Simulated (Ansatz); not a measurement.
```yaml
crystal:
  periodic: [false, false, false]
  atoms:
    - {symbol: Se, position_ang: [-0.690819, 0.104136, 2.488648]}
    - {symbol: C, position_ang: [-0.195100, -0.163209, 0.838474]}
    - {symbol: C, position_ang: [0.334768, 0.849559, -0.125580]}
    - {symbol: S, position_ang: [1.397800, -0.128713, -1.268317]}
    - {symbol: Sb, position_ang: [0.098476, -1.971227, -0.334192]}
    - {symbol: H, position_ang: [-0.503203, 1.268785, -0.695114]}
    - {symbol: H, position_ang: [0.878551, 1.670569, 0.347351]}
    - {symbol: H, position_ang: [-1.320481, -1.629899, -1.251280]}
basis:
  gaussian: {orbitals: STO-3G, fitting: {mean_field: def2-universal-jkfit}, point_charges: [{charge: -1.00, position_ang: [4.791, -0.155, 0.028]}]}
hamiltonian: {xc: {name: wB97X-D}, dispersion: d3bj}
```

```sh
$ ansatz run in.yaml --threads 4 --pin off --events-out ev --progress --plain --max-ram 10444MiB
```

Shortened log:

```
Error: YAML parse error: error: line 14 column 19: hamiltonian.xc: no functional is named "wB97X-D"; the names, which are not case-sensitive, are SVWN5, SPW92, PBE, PBE0, PBEsol, revPBE, revPBE0, RPBE, rPW86-PBE, HSE06, wPBEh, LC-wPBE, HISS, HF, BLYP, B3LYP, B3LYP5, BHLYP, CAM-B3LYP, r2SCAN, r2SCANh, r2SCAN0, r2SCAN50, m-r2SCAN, B97, wB97, wB97X, wB97X-V, B97M-V, wB97M-V, B2PLYP, B2GP-PLYP, PBE0-DH, PBE-QIDH
12 | basis:
13 |   gaussian: {orbitals: STO-3G, fitting: {mean_field: def2-universal-jkfit}, point_c…
14 | hamiltonian: {xc: {name: wB97X-D}, dispersion: d3bj}
```

(1) What is wrong with this run?

Results:

(1) The method's name isn't one that the program takes here. The program refused the input.

HSE06 is defined as in plane-wave codes.
